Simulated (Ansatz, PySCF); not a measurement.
Breaking the Si1–F3 bond in FHSi (SMILES F[SiH]) (multiplicity 1 held, fragments rigid). Energies count from the point at 1.620 Å.
Geometry at that point (charge 0, multiplicity 1):
```xyz
3

Si    -0.20727    -0.34539     0.44957
H     -1.00311    -1.19490    -0.55577
F      0.43388     0.67003    -0.63758
```

Restricted levels (R-, RO-) in cc, def2 and unpolarised 6-31G sets keep to the state of the molecule at rest. Unrestricted levels (U-) break spin symmetry where that is lower. Active spaces are followed from a long bond inwards. Levels need not reach the same state.

Frozen-core correlation. Rows in 6-31G* carry no dispersion term and start afresh at each structure (6-31G* with six Cartesian d functions). MP2/6-31G* freezes PySCF's default core.

Codes used: Ansatz (a quantum-chemistry and plane-wave program); PySCF for 6-31G* rows. Values without a source in brackets are computed.

```json
[
 {"level": "R-HF/cc-pV(T+d)Z", "energy at R = 5.184 Å (eV)": "8.472"},
 {"level": "U-HF/cc-pV(T+d)Z", "energy at R = 5.184 Å (eV)": "4.467"},
 {"level": "R-r2SCAN/cc-pV(T+d)Z", "energy at R = 5.184 Å (eV)": "6.545"},
 {"level": "U-B3LYP/cc-pV(T+d)Z", "energy at R = 5.184 Å (eV)": "(withheld)"},
 {"level": "R-MP2/6-31G*", "energy at R = 5.184 Å (eV)": "(withheld)"},
 {"level": "U-CCSD/cc-pV(T+d)Z", "energy at R = 5.184 Å (eV)": "5.938"},
 {"level": "U-CCSD(T)/cc-pV(T+d)Z", "energy at R = 5.184 Å (eV)": "6.070"},
 {"level": "FIC-MRCISD on CASSCF(6,4)/cc-pV(T+d)Z", "energy at R = 5.184 Å (eV)": "5.935"},
 {"level": "FIC-MRCISD+Q on CASSCF(6,4)/cc-pV(T+d)Z", "energy at R = 5.184 Å (eV)": "6.005"}
]
```

Problem. Fill in the missing entries.

Solution. 
- U-B3LYP/cc-pV(T+d)Z, energy at R = 5.184 Å (eV): 5.817
- R-MP2/6-31G*, energy at R = 5.184 Å (eV): 7.427

Doubts at one or more of the structures used: a restricted determinant that unrestricted orbitals would lower (R-HF/cc-pV(T+d)Z, R-r2SCAN/cc-pV(T+d)Z, R-MP2/6-31G*); a spin-contaminated determinant (U-HF/cc-pV(T+d)Z, U-B3LYP/cc-pV(T+d)Z, U-CCSD/cc-pV(T+d)Z, U-CCSD(T)/cc-pV(T+d)Z); T1 above 0.05 (U-CCSD/cc-pV(T+d)Z, U-CCSD(T)/cc-pV(T+d)Z); active orbitals that take no part (FIC-MRCISD on CASSCF(6,4)/cc-pV(T+d)Z, FIC-MRCISD+Q on CASSCF(6,4)/cc-pV(T+d)Z).
